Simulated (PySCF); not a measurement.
## Electron correlation in As⁺ (arsenic, charge +1)

[Ar] 3d10 4s2 4p2, high-spin 3P determinant. Calculation: PySCF 2.14, in def2-TZVP (6s5p4d1f, 48 functions); the non-relativistic Hamiltonian (point nucleus). Frozen: [Ar] 3d10; 4 electrons correlated.

MP2 pair energies summed by pair of shells (mhartree):

```csv
pair,energy,share (%)
4s-4p,-33.57,61.9
4s-4s,-15.40,28.4
4p-4p,-5.29,9.7
```

Total MP2 correlation energy: -54.25 mhartree.

Same-spin part -8.94 and opposite-spin part -45.32 mhartree; SCS-MP2 scales them by 1/3 and 6/5 to -57.36 mhartree.

```
  level  correlation energy (mhartree)
   CCSD                         -69.78
    (T)                          -1.70
CCSD(T)                         -71.48
```

Diagnostics: T1 = 0.0076, D1 = 0.0203, largest double amplitude 0.096.

Question: Is a single reference adequate?

Answer: Mostly. T1 lies below 0.03, but a double amplitude of this size points to a near-degeneracy that CCSD handles and MP2 describes poorly.
